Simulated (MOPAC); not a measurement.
Input file for MOPAC: PM7 on C3H8O (SMILES CCCO).

```
PM7 1SCF PRECISE CHARGE=0 THREADS=1
C3H8O

C      1.16442098 1     0.67235426 1    -0.11390810 1
C      0.40559928 1    -0.55545417 1    -0.61140160 1
C     -1.03639353 1    -0.61504721 1    -0.12326339 1
O     -1.84167834 1     0.45693129 1    -0.60618470 1
H      2.20398056 1     0.65646917 1    -0.44406219 1
H      1.16380839 1     0.72112792 1     0.97851334 1
H      0.72361401 1     1.59692171 1    -0.49433191 1
H      0.91438835 1    -1.46440999 1    -0.27445095 1
H      0.40648613 1    -0.57677604 1    -1.70459420 1
H     -1.05802601 1    -0.64667908 1     0.97457491 1
H     -1.51747772 1    -1.52381254 1    -0.48696818 1
H     -1.52872211 1     1.27837468 1    -0.21406065 1
```

It printed:

```
*******************************************************************************
 **                                                                           **
 **                              MOPAC v23.2.5                                **
 **                                                                           **
 *******************************************************************************
 ** MOPAC's Digital Object Identifier: https://doi.org/10.5281/zenodo.6511958 **
 **                                                                           **
 ** Please cite the open-source release paper for use of this MOPAC version:  **
 ** J. E. Moussa and J. J. P. Stewart (2026)                                  **
 ** MOPAC: An open-source semiempirical molecular orbital program             **
 ** J. Open Source Softw., 11(119), 8025, https://doi.org/10.21105/joss.08025 **
 *******************************************************************************

                              PM7 CALCULATION RESULTS

 *******************************************************************************
 *  PM7        - The PM7 Hamiltonian to be used
 *
 *
 *
 *                 CHARGE ON SYSTEM = 0
 *
 *
 *
 *  PRECISE    - TIGHTER CRITERIA TO BE USED
 *  1SCF       - DO 1 SCF AND THEN STOP
 *  THREADS=1  - MULTI-THREADING NOT USED
 *  T=         - A TIME OF 172800.0 SECONDS REQUESTED
 *  DUMP=N     - RESTART FILE WRITTEN EVERY 7200.0 SECONDS REQUESTED
 *******************************************************************************
PM7 1SCF PRECISE CHARGE=0 THREADS=1
 C3H8O

   ATOM   CHEMICAL          X               Y               Z
  NUMBER   SYMBOL      (ANGSTROMS)     (ANGSTROMS)     (ANGSTROMS)

     1       C          1.16442098  *   0.67235426  *  -0.11390810  *
     2       C          0.40559928  *  -0.55545417  *  -0.61140160  *
     3       C         -1.03639353  *  -0.61504721  *  -0.12326339  *
     4       O         -1.84167834  *   0.45693129  *  -0.60618470  *
     5       H          2.20398056  *   0.65646917  *  -0.44406219  *
     6       H          1.16380839  *   0.72112792  *   0.97851334  *
     7       H          0.72361401  *   1.59692171  *  -0.49433191  *
     8       H          0.91438835  *  -1.46440999  *  -0.27445095  *
     9       H          0.40648613  *  -0.57677604  *  -1.70459420  *
    10       H         -1.05802601  *  -0.64667908  *   0.97457491  *
    11       H         -1.51747772  *  -1.52381254  *  -0.48696818  *
    12       H         -1.52872211  *   1.27837468  *  -0.21406065  *



          CARTESIAN COORDINATES

    NO.       ATOM           X           Y           Z

     1         C          1.1644      0.6724     -0.1139
     2         C          0.4056     -0.5555     -0.6114
     3         C         -1.0364     -0.6150     -0.1233
     4         O         -1.8417      0.4569     -0.6062
     5         H          2.2040      0.6565     -0.4441
     6         H          1.1638      0.7211      0.9785
     7         H          0.7236      1.5969     -0.4943
     8         H          0.9144     -1.4644     -0.2745
     9         H          0.4065     -0.5768     -1.7046
    10         H         -1.0580     -0.6467      0.9746
    11         H         -1.5175     -1.5238     -0.4870
    12         H         -1.5287      1.2784     -0.2141

 General Reference for PM7:
 "Optimization of Parameters for Semiempirical Methods VI: More Modifications to the
 NDDO Approximations and Re-optimization of Parameters", J. J. P. Stewart, J. Mol. Mod., 1:32, 19 (2013)
 https://link.springer.com/article/10.1007/s00894-012-1667-x

           Empirical Formula: C3 H8 O  =    12 atoms



      MOLECULAR POINT GROUP   :   C1


      RHF CALCULATION, NO. OF DOUBLY OCCUPIED LEVELS = 13


 -------------------------------------------------------------------------------
 PM7 1SCF PRECISE CHARGE=0 THREADS=1
 C3H8O



     1SCF WAS SPECIFIED, SO BFGS WAS NOT USED
     SCF FIELD WAS ACHIEVED


                              PM7 CALCULATION
                                                       MOPAC v23.2.5 Linux




          FINAL HEAT OF FORMATION =        -61.12597 KCAL/MOL =    -255.75104 KJ/MOL


          COSMO AREA              =        105.53 SQUARE ANGSTROMS
          COSMO VOLUME            =         90.27 CUBIC ANGSTROMS

          IONIZATION POTENTIAL    =         10.598953 EV
          HOMO LUMO ENERGIES (EV) =        -10.599  2.986
          NO. OF FILLED LEVELS    =         13
          MOLECULAR WEIGHT        =         60.0956         POINT GROUP:  C1

          MOLECULAR DIMENSIONS (Angstroms)

            Atom       Atom       Distance
            H    11    H     5     4.31332
            H    12    H     8     3.60217
            H    10    H     9     2.67873


          SCF CALCULATIONS        =          1





   ATOM   CHEMICAL          X               Y               Z
  NUMBER   SYMBOL      (ANGSTROMS)     (ANGSTROMS)     (ANGSTROMS)

     1       C          1.16442098  *   0.67235426  *  -0.11390810  *
     2       C          0.40559928  *  -0.55545417  *  -0.61140160  *
     3       C         -1.03639353  *  -0.61504721  *  -0.12326339  *
     4       O         -1.84167834  *   0.45693129  *  -0.60618470  *
     5       H          2.20398056  *   0.65646917  *  -0.44406219  *
     6       H          1.16380839  *   0.72112792  *   0.97851334  *
     7       H          0.72361401  *   1.59692171  *  -0.49433191  *
     8       H          0.91438835  *  -1.46440999  *  -0.27445095  *
     9       H          0.40648613  *  -0.57677604  *  -1.70459420  *
    10       H         -1.05802601  *  -0.64667908  *   0.97457491  *
    11       H         -1.51747772  *  -1.52381254  *  -0.48696818  *
    12       H         -1.52872211  *   1.27837468  *  -0.21406065  *

                             CARTESIAN COORDINATES

   1    C        1.164420980     0.672354260    -0.113908100
   2    C        0.405599280    -0.555454170    -0.611401600
   3    C       -1.036393530    -0.615047210    -0.123263390
   4    O       -1.841678340     0.456931290    -0.606184700
   5    H        2.203980560     0.656469170    -0.444062190
   6    H        1.163808390     0.721127920     0.978513340
   7    H        0.723614010     1.596921710    -0.494331910
   8    H        0.914388350    -1.464409990    -0.274450950
   9    H        0.406486130    -0.576776040    -1.704594200
  10    H       -1.058026010    -0.646679080     0.974574910
  11    H       -1.517477720    -1.523812540    -0.486968180
  12    H       -1.528722110     1.278374680    -0.214060650


           Empirical Formula: C3 H8 O  =    12 atoms



      MOLECULAR POINT GROUP   :   C1


                  EIGENVALUES
 -29.84414 -27.49733 -24.03418 -20.30972 -17.47185 -16.02409 -15.09115 -14.64990
 -13.39416 -12.66827 -12.27856 -11.68919 -10.59895   2.98568   3.90459   4.24826
   5.30734   5.42479   5.63521   5.83421   5.92937   6.30284   6.49793   6.82696


              NET ATOMIC CHARGES AND DIPOLE CONTRIBUTIONS

  ATOM NO.   TYPE          CHARGE      No. of ELECS.   s-Pop       p-Pop
    1          C          -0.433633        4.4336     1.04914     3.38449
    2          C          -0.305321        4.3053     1.05669     3.24863
    3          C          -0.005531        4.0055     1.07703     2.92850
    4          O          -0.530485        6.5305     1.85160     4.67888
    5          H           0.145504        0.8545     0.85450
    6          H           0.141622        0.8584     0.85838
    7          H           0.143705        0.8563     0.85629
    8          H           0.141011        0.8590     0.85899
    9          H           0.152282        0.8477     0.84772
   10          H           0.110350        0.8896     0.88965
   11          H           0.135169        0.8648     0.86483
   12          H           0.305326        0.6947     0.69467
 DIPOLE           X         Y         Z       TOTAL
 POINT-CHG.     1.660    -0.553     1.150     2.094
 HYBRID         0.056     0.426     0.041     0.432
 SUM            1.717    -0.127     1.191     2.093


          ATOMIC ORBITAL ELECTRON POPULATIONS

     Atom    s        px        py        pz
    1  C   1.04914   1.14024   1.08768   1.15657
    2  C   1.05669   1.02886   1.06987   1.14990
    3  C   1.07703   0.93325   0.92609   1.06916
    4  O   1.85160   1.61443   1.30554   1.75892
    5  H   0.85450
    6  H   0.85838
    7  H   0.85629
    8  H   0.85899
    9  H   0.84772
   10  H   0.88965
   11  H   0.86483
   12  H   0.69467

 **********************
 *                    *
 * JOB ENDED NORMALLY *
 *                    *
 **********************




 == MOPAC DONE ==
```

The run finished.

Cost: around 0.020 core-seconds (rough).
